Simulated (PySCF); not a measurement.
## Fe²⁺ (iron, charge +2): UHF calculation

Configuration: [Ar] 3d5 4s1, high-spin 7S determinant (an excited configuration). Computed with PySCF 2.14 in ANO-RCC-VTZP (6s5p3d2f1g, 59 functions), with the spin-free X2C one-electron Hamiltonian (Gaussian nucleus).

| Property | Result |
| --- | --- |
| Total energy | -1270.448338 hartree |
| One-electron energy | -1731.8255 hartree |
| Hartree (Coulomb) energy | 515.8470 hartree |
| Exchange energy | -54.4699 hartree |
| ⟨S²⟩ | 12.0006 |
| ⟨L²⟩ | 0.000 |
| Sum of ⟨r⟩ | 16.29 bohr |
| Sum of ⟨r²⟩ | 21.03 bohr² |
| Langevin diamagnetic susceptibility | -16.7 ×10⁻⁶ cm³/mol |

| shell | electrons | mean orbital energy (hartree) | rms radius, mean of both spins (bohr) |
| --- | --- | --- | --- |
| 1s α | 1 | -264.64932 | 0.0675 |
| 1s β | 1 | -264.64209 | 0.0675 |
| 2s α | 1 | -33.51800 | 0.288 |
| 2s β | 1 | -33.34504 | 0.288 |
| 2p α | 3 | -28.58119 | 0.260 |
| 2p β | 3 | -28.41373 | 0.260 |
| 3s α | 1 | -5.44771 | 0.867 |
| 3s β | 1 | -4.97370 | 0.867 |
| 3p α | 3 | -3.98627 | 0.921 |
| 3p β | 3 | -3.42440 | 0.921 |
| 3d α | 5 | -1.66475 | 1.11 |
| 4s α | 1 | -0.95472 | 2.78 |

Densities and radii are taken from the X2C orbitals without a picture-change correction, which distorts them close to the nucleus.

Spin-orbit constants ζ (cm⁻¹) from the X2C one-electron operator on these orbitals: bare nucleus, nucleus screened by l(l+1)(2l+1)/3 electrons, and screened by the Breit-Pauli mean field of the electrons.

```
shell   bare  screened nucleus  mean field
   2p  70660             65220         n/a
   3p   8908              8222         n/a
   3d  860.6             529.6         n/a
```
